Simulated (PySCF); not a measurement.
Coordinates in bohr (charge 0 multiplicity 2):
```
Ag    0.0000    0.0000    0.0000
F     0.0000    0.0000    3.5984
F     0.0000    0.0000   -3.5984
```

All numbers come from UPBE0 in PySCF with Ag def2-TZVP with ECP28, F def2-TZVP; scalar-relativistic core potentials, no spin–orbit coupling; density-fitted integrals.

This geometry of AgF₂ is a stationary point at this level.

What is the point group?

D∞h.

Is it a minimum?

Yes: all harmonic wavenumbers are real.

List the harmonic modes with their infrared intensities.


```
symmetry  ω (cm⁻¹)  IR (km/mol, summed over degenerate members)
      πu       172                                         58.7
     σg+       536                                          0.0
     σu+       634                                          159
```

What are the dipole moment and the gap between the highest occupied and lowest empty levels of either spin?

0.00 D and 2.93 eV.

In D∞h the vibrations span πu + σg+ + σu+. The σg+ mode carries no infrared intensity, as symmetry demands. With a centre of inversion only u modes can be infrared active and only g modes Raman active.

Only a few start shapes were tried, so a lower isomer may exist. Other spin states or occupations of the open shell can lie lower.
